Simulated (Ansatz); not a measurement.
A first, cheap relaxation of BClH5NSi (`B[SiH](N)Cl`).

```yaml
crystal:
  periodic: [false, false, false]
  atoms:
    - {symbol: B, position_ang: [-0.534700, 1.356900, -0.597100]}
    - {symbol: Si, position_ang: [0.364600, -0.271900, -0.353600]}
    - {symbol: N, position_ang: [0.389100, -0.664700, 1.377100]}
    - {symbol: Cl, position_ang: [-0.543400, -1.786400, -1.394800]}
    - {symbol: H, position_ang: [-0.725900, 1.829700, -1.714900]}
    - {symbol: H, position_ang: [-1.022200, 1.995700, 0.321300]}
    - {symbol: H, position_ang: [1.766100, -0.130700, -0.862400]}
    - {symbol: H, position_ang: [0.955100, -1.565000, 1.469400]}
    - {symbol: H, position_ang: [-0.560200, -0.809900, 1.737900]}
basis:
  gaussian: {orbitals: def2-SVP}
hamiltonian: {xc: pbe, dispersion: d4}
relax: {f_tol: 0.03, max_steps: 200}
```

```sh
$ ansatz run in.yaml --threads 2 --pin off --events-out ev --progress --plain --max-ram 4352MiB
```

Shortened log:

```
Functional definition: PBE
mean field -22628.00094843 eV, -831.5636970448 hartree, gradient 5.7e-5 eV, S^2 0.000000; 0 other end points of the search recorded, 0 dependent functions left out
relax step   1: F+E_penalty+E_count = -22628.19711668 eV  Δ(F+E_penalty+E_count) = +0.000e0 eV  max|allowed force component| = 2.126e0 eV/Å  Δτ_max = 0.0000 Å  (26 SCF iters, accepted)
mean field -22628.26816517 eV, -831.5735170788 hartree, gradient 1.2e-5 eV, S^2 0.000000; 0 other end points of the search recorded, 0 dependent functions left out
relax step   2: F+E_penalty+E_count = -22628.45993108 eV  Δ(F+E_penalty+E_count) = -2.628e-1 eV  max|allowed force component| = 1.117e0 eV/Å  Δτ_max = 0.1361 Å  (29 SCF iters, accepted)
mean field -22628.33620368 eV, -831.5760174482 hartree, gradient 9.4e-6 eV, S^2 0.000000; 0 other end points of the search recorded, 0 dependent functions left out
relax step   3: F+E_penalty+E_count = -22628.52680511 eV  Δ(F+E_penalty+E_count) = -6.687e-2 eV  max|allowed force component| = 4.415e-1 eV/Å  Δτ_max = 0.0632 Å  (28 SCF iters, accepted)
mean field -22628.30652849 eV, -831.5749269050 hartree, gradient 1.6e-5 eV, S^2 0.000000; 0 other end points of the search recorded, 0 dependent functions left out
relax step   4: F+E_penalty+E_count = -22628.49964799 eV  Δ(F+E_penalty+E_count) = +2.716e-2 eV  max|allowed force component| = 6.854e-1 eV/Å  Δτ_max = 0.2000 Å  (32 SCF iters, rejected (line search))
mean field -22628.37503418 eV, -831.5774444426 hartree, gradient 1.3e-5 eV, S^2 0.000000; 0 other end points of the search recorded, 0 dependent functions left out
relax step   5: F+E_penalty+E_count = -22628.56676546 eV  Δ(F+E_penalty+E_count) = -3.996e-2 eV  max|allowed force component| = 1.361e-1 eV/Å  Δτ_max = 0.0976 Å  (28 SCF iters, accepted)
mean field -22628.39423022 eV, -831.5781498843 hartree, gradient 2.4e-5 eV, S^2 0.000000; 0 other end points of the search recorded, 0 dependent functions left out
relax step   6: F+E_penalty+E_count = -22628.58650197 eV  Δ(F+E_penalty+E_count) = -1.974e-2 eV  max|allowed force component| = 9.169e-2 eV/Å  Δτ_max = 0.1000 Å  (28 SCF iters, accepted)
mean field -22628.42174529 eV, -831.5791610441 hartree, gradient 1.4e-5 eV, S^2 0.000000; 0 other end points of the search recorded, 0 dependent functions left out
relax step   7: F+E_penalty+E_count = -22628.61488656 eV  Δ(F+E_penalty+E_count) = -2.838e-2 eV  max|allowed force component| = 1.686e-1 eV/Å  Δτ_max = 0.1463 Å  (28 SCF iters, accepted)
mean field -22628.45425769 eV, -831.5803558529 hartree, gradient 6.3e-6 eV, S^2 0.000000; 0 other end points of the search recorded, 0 dependent functions left out
relax step   8: F+E_penalty+E_count = -22628.64857081 eV  Δ(F+E_penalty+E_count) = -3.368e-2 eV  max|allowed force component| = 1.940e-1 eV/Å  Δτ_max = 0.1958 Å  (29 SCF iters, accepted)
mean field -22628.45843249 eV, -831.5805092740 hartree, gradient 1.5e-5 eV, S^2 0.000000; 0 other end points of the search recorded, 0 dependent functions left out
relax step   9: F+E_penalty+E_count = -22628.65377988 eV  Δ(F+E_penalty+E_count) = -5.209e-3 eV  max|allowed force component| = 4.414e-1 eV/Å  Δτ_max = 0.1953 Å  (29 SCF iters, accepted)
mean field -22628.44996637 eV, -831.5801981498 hartree, gradient 1.4e-5 eV, S^2 0.000000; 0 other end points of the search recorded, 0 dependent functions left out
relax step  10: F+E_penalty+E_count = -22628.64655205 eV  Δ(F+E_penalty+E_count) = +7.228e-3 eV  max|allowed force component| = 8.302e-1 eV/Å  Δτ_max = 0.1943 Å  (29 SCF iters, rejected (line search))
mean field -22628.49491854 eV, -831.5818501117 hartree, gradient 1.0e-5 eV, S^2 0.000000; 0 other end points of the search recorded, 0 dependent functions left out
relax step  11: F+E_penalty+E_count = -22628.69106157 eV  Δ(F+E_penalty+E_count) = -3.728e-2 eV  max|allowed force component| = 2.759e-1 eV/Å  Δτ_max = 0.0948 Å  (27 SCF iters, accepted)
mean field -22628.51427186 eV, -831.5825613329 hartree, gradient 6.9e-6 eV, S^2 0.000000; 0 other end points of the search recorded, 0 dependent functions left out
relax step  12: F+E_penalty+E_count = -22628.71137233 eV  Δ(F+E_penalty+E_count) = -2.031e-2 eV  max|allowed force component| = 2.512e-1 eV/Å  Δτ_max = 0.0960 Å  (29 SCF iters, accepted)
mean field -22628.55127694 eV, -831.5839212444 hartree, gradient 1.6e-5 eV, S^2 0.000000; 0 other end points of the search recorded, 0 dependent functions left out
relax step  13: F+E_penalty+E_count = -22628.74954588 eV  Δ(F+E_penalty+E_count) = -3.817e-2 eV  max|allowed force component| = 1.902e-1 eV/Å  Δτ_max = 0.1465 Å  (28 SCF iters, accepted)
mean field -22628.58610272 eV, -831.5852010684 hartree, gradient 2.1e-5 eV, S^2 0.000000; 0 other end points of the search recorded, 0 dependent functions left out
relax step  14: F+E_penalty+E_count = -22628.78524712 eV  Δ(F+E_penalty+E_count) = -3.570e-2 eV  max|allowed force component| = 3.431e-1 eV/Å  Δτ_max = 0.1951 Å  (27 SCF iters, accepted)
mean field -22628.60488223 eV, -831.5858912027 hartree, gradient 1.7e-5 eV, S^2 0.000000; 0 other end points of the search recorded, 0 dependent functions left out
relax step  15: F+E_penalty+E_count = -22628.80351873 eV  Δ(F+E_penalty+E_count) = -1.827e-2 eV  max|allowed force component| = 3.447e-1 eV/Å  Δτ_max = 0.0391 Å  (29 SCF iters, accepted)
mean field -22628.60622450 eV, -831.5859405302 hartree, gradient 2.0e-5 eV, S^2 0.000000; 0 other end points of the search recorded, 0 dependent functions left out
relax step  16: F+E_penalty+E_count = -22628.80499296 eV  Δ(F+E_penalty+E_count) = -1.474e-3 eV  max|allowed force component| = 2.958e-1 eV/Å  Δτ_max = 0.0973 Å  (28 SCF iters, accepted)
mean field -22628.61876381 eV, -831.5864013412 hartree, gradient 1.8e-5 eV, S^2 0.000000; 0 other end points of the search recorded, 0 dependent functions left out
relax step  17: F+E_penalty+E_count = -22628.81758475 eV  Δ(F+E_penalty+E_count) = -1.259e-2 eV  max|allowed force component| = 2.045e-1 eV/Å  Δτ_max = 0.0348 Å  (29 SCF iters, accepted)
mean field -22628.61999210 eV, -831.5864464801 hartree, gradient 1.9e-5 eV, S^2 0.000000; 0 other end points of the search recorded, 0 dependent functions left out
relax step  18: F+E_penalty+E_count = -22628.81878592 eV  Δ(F+E_penalty+E_count) = -1.201e-3 eV  max|allowed force component| = 1.313e-1 eV/Å  Δτ_max = 0.0114 Å  (30 SCF iters, accepted)
mean field -22628.62074833 eV, -831.5864742711 hartree, gradient 1.9e-5 eV, S^2 0.000000; 0 other end points of the search recorded, 0 dependent functions left out
relax step  19: F+E_penalty+E_count = -22628.81960774 eV  Δ(F+E_penalty+E_count) = -8.218e-4 eV  max|allowed force component| = 1.635e-2 eV/Å  Δτ_max = 0.0160 Å  (29 SCF iters, accepted)
mean field -22628.62074833 eV, -831.5864742711 hartree, gradient 1.8e-5 eV, S^2 0.000000; 1 other end points of the search recorded, 0 dependent functions left out
Total energy: -22628.81964251 eV, -831.5937834973 hartree
Atom 0 at    -0.732297     1.146891    -0.824789 Å, force     0.004982    -0.012219     0.000470 eV/Å
Atom 1 at     0.627304    -0.069387    -0.115848 Å, force    -0.001101     0.013785    -0.012317 eV/Å
Atom 2 at     0.568238    -0.815741     1.422152 Å, force    -0.013322    -0.005200     0.009962 eV/Å
Atom 3 at    -1.026844    -0.746939    -1.633329 Å, force     0.005479     0.005018    -0.001066 eV/Å
Atom 4 at    -0.438740     1.903042    -1.727366 Å, force    -0.001287     0.002964    -0.003680 eV/Å
Atom 5 at    -1.673193     1.387310    -0.092852 Å, force    -0.008921     0.004480     0.003165 eV/Å
Atom 6 at     1.870001    -0.573711    -0.784638 Å, force     0.008009    -0.008364    -0.006691 eV/Å
Atom 7 at     1.079374    -1.668700     1.658259 Å, force    -0.010186     0.011899     0.001121 eV/Å
Atom 8 at    -0.185343    -0.609065     2.081311 Å, force     0.016348    -0.012363     0.009035 eV/Å
Dipole moment:     0.349446    -0.370486     0.580269 e Å
```

Hardware: 2 threads of an AMD EPYC 9B14 on a shared host. Wall time 21 s, peak host memory 0.17 GiB.
